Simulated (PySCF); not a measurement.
A structure optimised at PBE-D3(BJ)/def2-SVP, used in a PySCF frequency run:

```
C
H 1 1.1086
C 1 1.4529 2 109.52
N 3 1.1720 2 151.40 1 -180.00
C 1 1.5553 2 112.18 3 -134.23
H 5 1.1109 1 116.04 2 15.57
H 5 1.1143 6 109.32 1 -129.74
O 5 1.4372 6 112.83 7 -126.51
C 8 1.4372 5 91.80 6 -130.32
H 9 1.1109 8 112.83 5 130.32
H 9 1.1143 10 109.32 8 -126.51
```

**Question.** Write its SMILES, formula and point group.

**Answer.** N#CC1COC1, C₄H₅NO, Cs

**Question.** What are its rotational constants (standard atomic weights)?

**Answer.** 10.266, 2.4057, 2.1546 GHz
